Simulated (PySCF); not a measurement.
Compound: C₂H₁₀AlN.
Bonds: C1–C2, C2–Al3, Al3–N4. Hydrogens: H5, H6, H7 on C1; H8, H9 on C2; H10, H11 on Al3; H12, H13, H14 on N4.

Method: PySCF 2.14.0, PBE0-D3(BJ)/def2-SVP geometry optimisation, gas phase; density fitting, grid level 1; the optimiser is geomeTRIC in internal coordinates, started from a GFN2-xTB structure with every atom displaced at random (about 0.01 Å).

Step 0: E = -10312.3392 eV
```
atom  x, y, z in Å  |  force x, y, z in eV/Å
C1      1.9703    0.5588   -0.0004   -1.672   0.598  -0.526
C2      0.9772   -0.4629   -0.5963    0.339   0.339   0.663
Al3    -0.5784   -0.7883    0.6562    0.666   0.411  -0.554
N4     -2.0848    0.3240   -0.1367   -1.369  -0.276   0.480
H5      1.4565    1.5459    0.0831    0.333  -0.217   0.140
H6      2.8354    0.7204   -0.6258    0.744   0.034  -0.379
H7      2.2784    0.2779    0.9927    0.369  -0.166   0.756
H8      0.7352   -0.1340   -1.6207   -0.293  -0.089  -0.070
H9      1.5487   -1.3855   -0.7249   -0.008  -0.559  -0.153
H10    -0.5533   -0.0355    2.0525    0.143   0.133   0.331
H11    -1.3368   -2.1530    0.6501   -0.270  -0.645  -0.050
H12    -2.9001    0.1822    0.5006    0.695   0.138  -0.512
H13    -1.9489    1.3287   -0.1850    0.200   0.260  -0.062
H14    -2.4066    0.0064   -1.0529    0.124   0.038  -0.064
```

Q: Estimate the geometry and energy of step 1. (The exact step hangs on the optimiser's Hessian estimate; all steps are aligned on step 0, rigid shifts and turns removed.)

A: E = -10312.4758 eV, largest force 0.380 eV/Å
```
atom  x, y, z in Å  |  force x, y, z in eV/Å
C1      1.9704    0.5935   -0.0277   -0.124   0.077   0.039
C2      0.9543   -0.4402   -0.5258    0.198  -0.073   0.036
Al3    -0.5802   -0.8216    0.6981   -0.059   0.085   0.013
N4     -2.1090    0.3234   -0.1466   -0.218  -0.135   0.281
H5      1.5092    1.5874    0.0978   -0.016   0.047   0.032
H6      2.8261    0.7355   -0.7146   -0.042  -0.081   0.072
H7      2.3716    0.3205    0.9639    0.037   0.013  -0.089
H8      0.6022   -0.1427   -1.5336   -0.055  -0.071   0.005
H9      1.4901   -1.3954   -0.6933   -0.097  -0.006  -0.044
H10    -0.5383   -0.1064    2.1418    0.016  -0.013   0.017
H11    -1.3226   -2.2547    0.6311    0.066   0.035  -0.057
H12    -2.9906    0.2556    0.3689    0.141  -0.073   0.071
H13    -1.8733    1.3118   -0.1748    0.112   0.187  -0.099
H14    -2.3172    0.0180   -1.0928    0.040   0.007  -0.276
```

The energy changes by -0.1366 eV. The first-order estimate −F·Δx gives -0.2742 eV and the mean of the old and new forces, exact on a quadratic surface, -0.1394 eV. The step makes an angle of 77° with the force vector and moves no atom by more than 0.176 Å.

The cost below is that of the whole optimisation. Time: 1.7 min; peak memory 0.46 GiB. Hardware: one thread of an Arm Neoverse N1, shared host with 64 logical CPUs at a one-minute load of 61.
